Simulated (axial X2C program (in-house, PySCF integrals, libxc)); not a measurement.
Spectroscopic constants of YS⁺

Computed with an axial X2C code built on PySCF integrals. Spin-free means the one-electron spin-free X2C Hamiltonian; two-component (2c) means X2C with spin–orbit coupling and atomic mean-field two-electron Coulomb and Gaunt terms, so the difference of the two also holds small scalar two-electron terms. Basis: Y dyall-cv3z [11s12p9d6f3g], S dyall-av3z [9s8p3d2f] (cores contracted in-house); Gaussian nuclei, density fitting, unrestricted open shells. Masses: Y 88.906 u, S 31.972 u.

Input:
```json
{"zs": [39, 16], "q": 1, "bas": ["dyall-cv3z", "dyall-av3z"], "levels": ["PBE0", "HF", "BP86"], "cc": true, "r0": 2.24, "thr": -1.0, "nmax": 90, "npts": 10, "nst": 2, "ntry": 6}
```
```bash
python so2c.py task.json out
```

Keys: zs atomic numbers; q charge; bas basis sets; levels methods; cc coupled cluster on or off; r0 starting distance in Å; thr threshold in hartree for freezing inner shells (an s shell follows its p shell); nmax most natural virtual spinors; npts points on the curve; nst determinants followed; ntry starts of the search. HF also brings MP2.

State, spin-free: M_S = 0, Λ = 0 (closed shell); electrons by block: σα: 13, σβ: 13, π+α: 6, π+β: 6, π-α: 6, π-β: 6, δ+α: 1, δ+β: 1, δ-α: 1, δ-β: 1. Fragments: Y+ + S.

State, 2c: Ω = 0 (closed shell); electrons by block: 1/2: 19, -1/2: 19, 3/2: 7, -3/2: 7, 5/2: 1, -5/2: 1. Fragments: Y+ + S.

| Hamiltonian | level | Re (Å) | ωe (cm⁻¹) | ωexe (cm⁻¹) | Be (cm⁻¹) | αe (cm⁻¹) | k (mdyn/Å) | μ (D) |
| --- | --- | --- | --- | --- | --- | --- | --- | --- |
| spin-free | PBE0 | 2.210 | 549.3 | 1.11 | 0.1468 | 0.000411 | 4.18 | -8.03 |
| spin-free | HF | 2.222 | 568.6 | 0.959 | 0.1452 | 0.000348 | 4.48 | -10.02 |
| spin-free | MP2 | 2.262 | 508.8 | 1.31 | 0.1401 | 0.000437 | 3.59 | n/a |
| spin-free | CCSD | 2.245 | 533.9 | 1.01 | 0.1422 | 0.000381 | 3.95 | n/a |
| spin-free | CCSD(T) | 2.263 | 508.6 | 1.19 | 0.1399 | 0.000431 | 3.58 | n/a |
| spin-free | BP86 | 2.232 | 520.5 | 1.19 | 0.1439 | 0.000447 | 3.75 | -7.42 |
| 2c | PBE0 | 2.209 | 549.4 | 1.11 | 0.1468 | 0.000412 | 4.18 | -8.02 |
| 2c | HF | 2.222 | 568.6 | 0.96 | 0.1452 | 0.000348 | 4.48 | -10.00 |
| 2c | CCSD | 2.245 | 534.0 | 1.02 | 0.1422 | 0.000382 | 3.95 | n/a |
| 2c | CCSD(T) | 2.263 | 508.7 | 1.2 | 0.14 | 0.000432 | 3.58 | n/a |
| 2c | BP86 | 2.232 | 520.5 | 1.2 | 0.1439 | 0.000447 | 3.75 | -7.41 |

Correlated methods: 8 electrons correlated (number of frozen shells: Y 4 s, 3 p, 1 d; S 2 s, 1 p), 310 virtual spin orbitals or spinors in MP2, 90 natural virtuals in coupled cluster.

Dipoles are positive if S is the positive end and refer to the centre of mass.

One determinant describes the state; a PBE0 search over occupations chose it and may have missed a lower one. The closed shell is kept restricted, so the energy runs too high when the bond is stretched far. De is not given where an atomic determinant may have missed its ground term or J level, or where the truncated virtual space spoils (T). Coupled cluster ran in a truncated set of natural virtual spinors; the MP2 energy of the rest was added. (T) has no such correction and the atoms are truncated less, which lowers De at CCSD(T) by a hundredth of an eV or more. Without a current term, density functionals place determinants with orbital angular momentum somewhat too high. The outer-core s and p shells of the metal are frozen in the correlated rows, which leaves out core–valence correlation; for alkali and alkaline-earth bonds that tends to lengthen them. With the outer-core shells frozen, correlated bond lengths of heavy atoms tend to come out a few hundredths of an ångström too long.

No reliable constants came from MP2 (2c): no minimum in range, unconverged points, a curve that is not smooth, a change of character along it, or the two Hamiltonians disagreeing along it.

Rough cost a point (2c) on 1 thread(s) of a shared host, integrals apart: PBE0 0.7 s, HF 0.4 s, CCSD(T) 3 s, BP86 0.4 s.
